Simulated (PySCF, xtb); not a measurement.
SiBr2F, SMILES F[Si](Br)Br, multiplicity 2.

Harmonic wavenumbers (cm⁻¹) from GFN2-xTB (xtb) at its own minimum, in rising order: 82, 162, 194, 349, 446, 818.

Q: What does PBE-D3(BJ)/def2-SVP run with PySCF give at its own minimum? (The exact figures need the calculation; the answer reports its results.)

A: 102, 182, 220, 375, 469, 860. Paired by order, the mean absolute difference is 26 cm⁻¹ and the zero-point energies are 2.9 and 3.2 kcal/mol.
